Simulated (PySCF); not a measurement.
Input and output of a geometry optimisation on `O=c1ccc(O)ccc1Cl`.

Level of theory: PySCF, PBE0-D3(BJ)/def2-SVP geometry optimisation, gas phase.

Input of the driver that calls PySCF (job settings, then Cartesian coordinates in Å, the GFN2-xTB start):

```
{"job": {"xc": "PBE0", "basis": "def2-SVP", "d3": "d3bj", "grid": 2, "kind": "geom"}, "charge": 0, "multiplicity": 1}
O      2.4667     1.9283    -0.0618
C      1.5168     1.1598    -0.0371
C      0.1606     1.6937    -0.1158
C     -1.0524     1.1076    -0.1124
C     -1.4053    -0.2711    -0.0232
O     -2.7450    -0.4657    -0.0444
C     -0.5493    -1.3341     0.0747
C      0.8575    -1.3270     0.1154
C      1.7344    -0.2881     0.0703
Cl     3.4108    -0.6889     0.1467
H      0.1806     2.7747    -0.1916
H     -1.9214     1.7506    -0.1851
H     -2.9635    -1.4047     0.0159
H     -1.0025    -2.3182     0.1289
H      1.3075    -2.3088     0.1974
```

The driver printed:

```
step   0  E = -879.29836284  max force = 0.011679
step   1  E = -879.29944273  max force = 0.001766
step   2  E = -879.29943208  max force = 0.002092
step   3  E = -879.29948463  max force = 0.000656
step   4  E = -879.29948061  max force = 0.000967
step   5  E = -879.29948685  max force = 0.000214
optimisation converged
```

Energies are in Eh and forces in Eh/bohr. The run used 169 basis functions and 47 SCF iterations in all.

How much energy does the optimisation gain, and how much of it in the first step?

0.7 kcal/mol (31 meV) from step 0 to step 5; the first step changes the energy by -0.7 kcal/mol. The largest force component goes from 0.0117 to 0.00021 Eh/bohr.

Final geometry (Å):

```
atom  x, y, z in Å
O1     3.4277    2.0115   -0.1338
C2     2.4963    1.2251   -0.1100
C3     1.1236    1.7475   -0.1902
C4    -0.1001    1.1656   -0.1918
C5    -0.4600   -0.2199   -0.1111
O6    -1.7908   -0.4082   -0.1447
C7     0.4090   -1.2764   -0.0096
C8     1.8260   -1.2588    0.0378
C9     2.7257   -0.2295   -0.0022
Cl10   4.4001   -0.6439    0.0829
H11    1.1457    2.8392   -0.2627
H12   -0.9666    1.8294   -0.2652
H13   -1.9900   -1.3499   -0.0884
H14   -0.0413   -2.2735    0.0425
H15    2.2846   -2.2479    0.1212
```

Point group Cs. Not checked by PBE0-D3(BJ)/def2-SVP frequencies. After the best overlay, start and end differ by 0.02 Å (root mean square over atoms). The end geometry stands in another orientation or position than the input.

Bond lengths before and after (atoms numbered from 1 in input order):

```
   bond  start (Å)  end (Å)  change (Å)
  O1=C2      1.222    1.219      -0.003
  C2–C3      1.460    1.471      +0.011
  C2–C9      1.468    1.477      +0.009
  C3–C4      1.347    1.355      +0.008
  C4–C5      1.426    1.434      +0.008
  C5–O6      1.354    1.344      -0.010
  C5–C7      1.368    1.372      +0.004
  C7–C8      1.407    1.418      +0.011
  C8–C9      1.360    1.368      +0.008
C9–Cl10      1.725    1.727      +0.002
 C3–H11      1.084    1.094      +0.010
 C4–H12      1.083    1.094      +0.011
 O6–H13      0.966    0.964      -0.002
 C7–H14      1.085    1.095      +0.010
 C8–H15      1.083    1.093      +0.010
```
